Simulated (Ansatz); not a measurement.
Relaxation of F2H3HfO3 (9 atoms, charge 0, multiplicity 2), to a largest force component of 0.03 eV/Å in at most 50 steps.

Method: Ansatz, UKS PBE/def2-SVP.

```xyz
9
Properties=species:S:1:pos:R:3
Hf 0.097 -0.066 0.619
F -0.207 1.416 1.920
O 1.796 -0.275 -0.237
H 2.605 -0.479 -0.718
O -1.099 1.031 -0.704
H -1.620 1.684 -1.208
O -1.214 -1.584 0.050
H -1.628 -2.467 0.089
F 0.178 -0.909 2.387
```

Task: Where does it end, and by what steps?

Result: It converged. After 16 steps the energy has fallen by 0.858 eV; H8 moved furthest, 1.11 Å.

| step | energy less start (eV) | largest force component (eV/Å) | accepted |
| --- | --- | --- | --- |
| 0 | 0.0000 | 1.796 | yes |
| 1 | -0.2614 | 0.727 | yes |
| 2 | -0.3440 | 0.940 | yes |
| 3 | -0.4591 | 0.880 | yes |
| 4 | -0.5536 | 0.757 | yes |
| 5 | -0.6106 | 1.137 | yes |
| 6 | -0.6582 | 0.816 | yes |
| 7 | -0.6928 | 0.772 | yes |
| 8 | -0.7096 | 0.633 | yes |
| 9 | -0.7249 | 0.561 | yes |
| 10 | -0.7724 | 0.318 | yes |
| 11 | -0.7999 | 0.654 | yes |
| 12 | -0.8349 | 0.502 | yes |
| 13 | -0.8439 | 0.411 | yes |
| 14 | -0.8545 | 0.171 | yes |
| 15 | -0.8554 | 0.232 | yes |
| 16 | -0.8576 | 0.023 | yes |

```xyz
9
Properties=species:S:1:pos:R:3
Hf 0.169 -0.047 0.754
F 0.092 1.722 1.541
O 1.788 -0.362 -0.246
H 2.732 -0.451 -0.428
O -1.190 0.625 -0.779
H -2.066 0.969 -0.504
O -1.418 -1.347 0.171
H -1.469 -1.728 -0.730
F 0.270 -1.030 2.418
```

Whether the end is a true minimum wasn't checked by a vibrational analysis.

Time of the run: 57 s on 4 threads of Arm Neoverse V1, on a shared host, peak memory 0.24 GiB.
